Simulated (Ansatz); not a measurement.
`[AlH2][O][SiH2][SiH3]`, relaxed with RKS PBE-D4/def2-SVP in the Gaussian-basis code of Ansatz from a rough embedded geometry. The force threshold is 0.03 eV/Å; the program also tests the step.

Charge 0, multiplicity 1.

Start:

```xyz
11

Al    2.380    0.162   -1.003
O     1.077    0.795    0.059
Si   -0.214   -0.289   -0.173
Si   -1.931    0.228    1.150
H     3.479   -0.857   -0.508
H     2.511    0.698   -2.562
H    -0.670   -0.342   -1.546
H     0.205   -1.717    0.236
H    -2.326    1.650    0.793
H    -3.027   -0.642    0.989
H    -1.482    0.313    2.566
```

| step | energy (eV) | largest force (eV/Å) | largest move (Å) |
| --- | --- | --- | --- |
| 1 | -24491.1200 | 2.035 | 0.000 |
| 2 | -24491.4997 | 0.647 | 0.157 |
| 3 | -24491.6484 | 0.482 | 0.200 |
| 4 | -24491.7400 | 0.174 | 0.200 |
| 5 | -24491.7744 | 0.920 | 0.195 |
| 6 | -24491.8370 | 0.183 | 0.200 |
| 7 | -24491.8635 | 0.311 | 0.200 |
| 8 (rejected) | -24491.8589 | 0.440 | 0.195 |
| 9 | -24491.8707 | 0.125 | 0.098 |
| 10 | -24491.8764 | 0.161 | 0.097 |
| 11 | -24491.8785 | 0.105 | 0.029 |
| 12 | -24491.8813 | 0.022 | 0.045 |
| 13 | -24491.8818 | 0.022 | 0.037 |
| 14 | -24491.8819 | 0.026 | 0.035 |

End:

```xyz
11

Al    2.523    0.423   -0.900
O     0.941   -0.213   -0.715
Si   -0.554   -0.897   -0.434
Si   -1.707    0.417    1.145
H     3.689   -0.215   -0.020
H     2.720    1.615   -1.939
H    -1.341   -0.969   -1.719
H    -0.402   -2.308    0.082
H    -1.881    1.820    0.626
H    -3.067   -0.157    1.447
H    -0.920    0.485    2.429
```

It took 18 s on 4 threads of an Arm Neoverse V1 on a shared host, with 0.15 GiB of host memory at the peak.
